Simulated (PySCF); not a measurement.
Structure problem from calculated spectra and properties.

Formula: C9H9NSi.

| Item | Value |
| --- | --- |
| NMR, other nuclei | isotropic shieldings of nuclei other than C and H, by class: -101 (1 N), 366 (1 Si) ppm [GIAO B3LYP/pcSseg-2] |
| UV, strongest line | among the 10 lowest singlet transitions: S6 at 5.38 eV (230 nm, f = 0.244) [TDDFT PBE0/def2-SVPD] |
| Triplet | lowest triplet excitation (Tamm–Dancoff): 2.37 eV [TDA PBE0/def2-SVPD] |
| Rotational structure | rotational constants A, B, C: 3.040, 0.537, 0.459 GHz [PBE0-D3(BJ)/def2-SVP] |
| Polarisability | 141.2 au [PBE0/def2-SVPD] |
| 13C NMR | chemical shifts (computed TMS as zero) by class: 173.7 (1 C), 164.9 (1 C), 164.7 (1 C), 159.4 (1 C), 145.4 (1 C), 135.9 (1 C), 131.1 (1 C), 130.2 (1 C), 129.4 (1 C) ppm [GIAO B3LYP/pcSseg-2] |
| UV, first state | lowest singlet excitation: 3.90 eV (318 nm, f = 0.064) [TDDFT PBE0/def2-SVPD] |
| Dipole | 2.34 D [PBE0/def2-SVPD] |
| 1H NMR | chemical shifts (computed TMS as zero) by class: 9.11 (1 H), 8.84 (1 H), 8.12 (1 H), 7.74 (1 H), 7.17 (1 H), 6.93 (1 H), 6.41 (1 H), 4.82 (2 H) ppm [GIAO B3LYP/pcSseg-2] |

The electronic properties come from PySCF, for the isolated species, density fitting. Levels stand in brackets. The structure is a single PBE0-D3(BJ)/def2-SVP conformer in the gas phase; no vibrational or solvent corrections. Each NMR value is the plain mean over a class of atoms that symmetry, rotation or inversion makes alike.

**Question.** What is the compound? Reason from the data.

**Answer.** Numbering: `[CH:1]1=[CH:2][C:3]([c:4]2[cH:5][cH:6][cH:7][cH:8][n:9]2)=[CH:10][SiH2:11]1`. Its formula, C9H9NSi, gives 7 degrees of unsaturation: 2 rings and 5 π bonds in the structure found (Kekulé form). 9 carbons fall into 9 classes; from least to most shielded: fully substituted alkene carbon [C3] (173.7 ppm), alkene CH carbon [C2] (164.9 ppm), substituted aromatic carbon [C4] (164.7 ppm), aromatic CH next to a ring nitrogen [C8] (159.4 ppm), aromatic CH carbon [C6] (145.4 ppm), alkene CH carbon [C1] (135.9 ppm), aromatic CH carbon [C7] (131.1 ppm), alkene CH carbon [C10] (130.2 ppm), aromatic CH carbon [C5] (129.4 ppm). Hydrogen classes from least to most shielded: 1 H on an alkene CH carbon, C2 (9.11 ppm), 1 H on an aromatic CH next to a ring nitrogen, C8 (8.84 ppm), 1 H on an aromatic CH carbon, C5 (8.12 ppm), 1 H on an aromatic CH carbon, C6 (7.74 ppm), 1 H on an aromatic CH carbon, C7 (7.17 ppm), 1 H on an alkene CH carbon, C10 (6.93 ppm), 1 H on an alkene CH carbon, C1 (6.41 ppm), 2 H on an SiH2 silicon, Si11 (4.82 ppm). The other shieldings belong to: -101 ppm, pyridine-type nitrogen [N9]; 366 ppm, SiH2 silicon [Si11]. S1 is mainly HOMO→LUMO (weight 0.96); the largest Löwdin shares of the orbital it empties are 0.26 on an alkene CH carbon, 0.17 on an alkene CH carbon, 0.15 on the fully substituted alkene carbon and 0.11 on an alkene CH carbon, of the orbital it fills 0.20 on an alkene CH carbon, 0.16 on the fully substituted alkene carbon, 0.08 on an alkene CH carbon and 0.08 on the substituted aromatic carbon. By its constants the optimised geometry is an asymmetric top. Structure: `C1=CC=C(C2=C[SiH2]C=C2)N=C1`. The assignments are read from this structure; whether some other isomer fits the data as well wasn't checked.

Conformer computed: `[CH:1]1=[CH:2][C:3]([c:4]2[cH:5][cH:6][cH:7][cH:8][n:9]2)=[CH:10][SiH2:11]1`: C2–C3–C4–C5 175°.
